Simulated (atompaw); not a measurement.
# An all-electron radial function and its pseudo partner (H (Z = 1))

Columns: radius, all-electron u(r) and pseudo u(r) of the 1s shell (level -6.49 eV) of hydrogen in the configuration 1s1; PBE, non-relativistic, PAW (atompaw) scheme, atompaw 4.2.0.5.

```
r (bohr)  all-electron  pseudo
   0.040        0.0738  0.0568
   0.081        0.1433  0.1145
   0.121        0.2055  0.1697
   0.162        0.2638  0.2247
   0.202        0.3158  0.2763
   0.242        0.3632  0.3254
   0.283        0.4074  0.3729
   0.323        0.4464  0.4161
   0.363        0.4817  0.4560
   0.404        0.5143  0.4934
   0.444        0.5428  0.5264
   0.485        0.5688  0.5566
   0.525        0.5914  0.5826
   0.565        0.6114  0.6053
   0.606        0.6293  0.6255
   0.646        0.6446  0.6423
   0.687        0.6580  0.6568
   0.727        0.6691  0.6686
   0.767        0.6785  0.6782
   0.808        0.6863  0.6862
   0.848        0.6924  0.6924
   0.888        0.6971  0.6971
   0.929        0.7005  0.7005
   0.969        0.7026  0.7026
   1.010        0.7036  0.7036
   1.050        0.7035  0.7035
```

(1) How many radial nodes do the two functions have?

(2) At about which radius was the pseudo-wave matched?

(3) Is the pseudo-wave norm-conserving?

Answers

(1) The all-electron 1s function has n − l − 1 = 0; the pseudo-wave has 0.

(2) 0.95 bohr. The columns agree to 0.0005 from 0.77 bohr on; several derivatives are matched, so the curves merge somewhat inside the radius.

(3) No, it belongs to a PAW set: the norm inside the radius is not constrained, and the difference is carried by the augmentation charge.
